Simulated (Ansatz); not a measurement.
Reaction (ligand exchange at the Si–C bond): `Cl[SiH](Cl)C[CH2][GeH3]` + HCl → `Cl[SiH](Cl)Cl` + `C[CH2][GeH3]`

Isolated molecules relaxed with PBE0-D4/def2-TZVP in Ansatz; ΔE leaves out vibrations. CCSD(T)/CBS adds triple-zeta CCSD(T) − MP2 to the extrapolated MP2 energy (def2 sets, frozen cores). This one scheme is used for every species. Functionals use def2-TZVPP. B3LYP here is the variant with VWN-RPA as its local correlation; programs differ in this. HSE06 is defined as in plane-wave codes. For Ge outer-core shells are correlated without core-valence functions, which leaves a few kJ/mol of doubt a bond. Scalar relativity is left out up to krypton. Each species was taken in one conformer, which may not be the lowest.

`Cl[SiH](Cl)C[CH2][GeH3]`:

Z-matrix (Å, degrees):
```
Si
Cl 1 2.050
C 1 1.860 2 109.7
Cl 1 2.048 2 109.2 3 119.1
H 1 1.477 2 107.3 3 -124.9
C 3 1.529 1 116.0 2 -50.6
H 3 1.097 1 106.2 2 72.7
H 3 1.097 1 106.4 2 -174.8
Ge 6 1.966 3 115.4 1 -63.9
H 6 1.093 3 110.5 1 58.3
H 6 1.093 3 109.8 1 175.5
H 9 1.537 6 109.7 3 -171.0
H 9 1.539 6 110.8 3 68.6
H 9 1.540 6 109.5 3 -51.1
```

HCl:

Cartesian coordinates in Å:
```
Cl -0.186 -0.073 -0.607
H 0.186 0.073 0.607
```

`Cl[SiH](Cl)Cl`:

Z-matrix (Å, degrees):
```
Si
Cl 1 2.030
Cl 1 2.030 2 109.5
Cl 1 2.030 2 109.5 3 -120.1
H 1 1.469 2 109.4 3 120.0
```

`C[CH2][GeH3]`:

```xyz
11

C     0.564   -0.832   -1.035
C    -0.400   -0.614    0.123
Ge   -0.274    1.183    0.897
H     1.603   -0.700   -0.722
H     0.472   -1.841   -1.446
H     0.378   -0.128   -1.850
H    -0.214   -1.334    0.924
H    -1.434   -0.764   -0.198
H    -0.585    2.243   -0.177
H     1.153    1.432    1.422
H    -1.265    1.355    2.062
```

```
             level  ΔE (kJ/mol)  difference from CCSD(T)/CBS
       LDA (SPW92)        -85.8                          4.5
            PBE-D4        -89.6                          0.7
           PBE0-D4        -90.5                         -0.2
          B3LYP-D4        -91.6                         -1.3
        r2SCANh-D4        -95.7                         -5.4
          HSE06-D4        -90.9                         -0.6
          BHLYP-D4        -93.8                         -3.5
           ωB97M-V        -91.7                         -1.4
               PBE        -97.4                         -7.1
             B3LYP       -103.6                        -13.3
             HSE06        -98.0                         -7.7
           LC-ωPBE        -94.7                         -4.4
  CCSD(T)/def2-SVP        -86.2                          4.1
     HF/def2-TZVPP       -109.4                        -19.1
CCSD(T)/def2-TZVPP        -86.6                          3.7
     HF/def2-QZVPP       -110.0                        -19.7
       CCSD(T)/CBS        -90.3                            0
```

Largest T1 diagnostic among the species: 0.010.

The D4 term adds +12.0 kJ/mol with B3LYP and +7.4 kJ/mol with PBE0; it sums over pairs of atoms, weighted by their polarisabilities, and B3LYP, whose exchange is more repulsive, gets the larger term. At CCSD(T), def2-SVP lies +4.1 kJ/mol from the extrapolated value and def2-TZVPP +3.7 kJ/mol.
